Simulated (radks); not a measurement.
Values are calculated unless marked as measured or tabulated.
Species: Ni II. Configuration: [Ar] 3d9 (the NIST ground configuration). Code: a radial shooting solver on a logarithmic mesh with Libxc functionals. Model: scalar-relativistic Kohn-Sham, SCAN, spin-unpolarised, spherical densities, finite nucleus; meta-GGA in the generalised Kohn-Sham scheme; Fermi nuclear charge, rms radius 3.7757 fm.

X-ray form factor f0, the Fourier transform of the density (f0(0) = 27):

| sin(theta)/lambda (1/angstrom) | f0 (electrons) |
|---|---|
| 0.05 | 26.636 |
| 0.1 | 25.623 |
| 0.15 | 24.154 |
| 0.2 | 22.435 |
| 0.25 | 20.630 |
| 0.3 | 18.850 |
| 0.4 | 15.600 |
| 0.5 | 12.937 |
| 0.6 | 10.890 |
| 0.8 | 8.301 |
| 1 | 6.947 |
| 1.25 | 5.940 |
| 1.5 | 5.123 |
| 2 | 3.636 |
